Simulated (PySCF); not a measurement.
Level of theory: PySCF with PBE-D3(BJ)/def2-TZVP // B3LYP-D3(BJ)/def2-SVP. Gas-phase values, no solvent. One relaxed conformer stands for a flexible species; it need not be the lowest. 

Reference species (SMILES): `C=CC(=C)c1ccc([SiH3])cc1` (C–C–C–C torsion -170°, C–C–C–C torsion -127°) (neutral, multiplicity 1).

- HOMO–LUMO gap: 3.64 eV
- LUMO: -2.12 eV

Changed species: `C=C/C([SiH3])=C\c1ccccc1` (C–C–C–Si torsion -18°, C–C–C–C torsion 148°).

Question: Give the shifts of the HOMO–LUMO gap and LUMO.

Answer: the HOMO–LUMO gap falls by 0.52 eV, to 3.12 eV; the LUMO falls by 0.34 eV, to -2.46 eV.
